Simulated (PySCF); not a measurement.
C4H7FSi, SMILES C[SiH2]C(F)=C=C.

Coordinates come from a r2SCAN-D4/def2-SVP optimisation. The structure was generated by enumeration, and PubChem lists no compound with its InChIKey, so it may never have been made. The values are those of a single conformer.

Two levels are set side by side: PBE/def2-TZVP (PySCF) and CAM-B3LYP/def2-TZVP (PySCF). Same geometry, gas phase. Differences are taken from unrounded values.

```json
[
 {"quantity": "orbital gap (eV)", "CAM-B3LYP": "9.13", "PBE": "4.41", "PBE minus CAM-B3LYP": "-4.71"},
 {"quantity": "highest occupied level (eV)", "CAM-B3LYP": "-8.74", "PBE": "-6.17", "PBE minus CAM-B3LYP": "2.58"},
 {"quantity": "lowest empty level (eV)", "CAM-B3LYP": "0.38", "PBE": "-1.75", "PBE minus CAM-B3LYP": "-2.14"},
 {"quantity": "dipole moment (D)", "CAM-B3LYP": "1.63", "PBE": "1.41", "PBE minus CAM-B3LYP": "-0.22"},
 {"quantity": "mean polarisability (bohr³)", "CAM-B3LYP": "78.3", "PBE": "81.8", "PBE minus CAM-B3LYP": "3.5"}
]
```

Without exact exchange PBE keeps part of each electron's self-repulsion, which lifts occupied levels and narrows the gap. Loosely held outer electrons make PBE densities more polarisable. Differences between two approximate levels are no errors against the true value.

Rough cost on one machine, each run with all the roots and properties that it gave: CAM-B3LYP against PBE within a factor of 2.
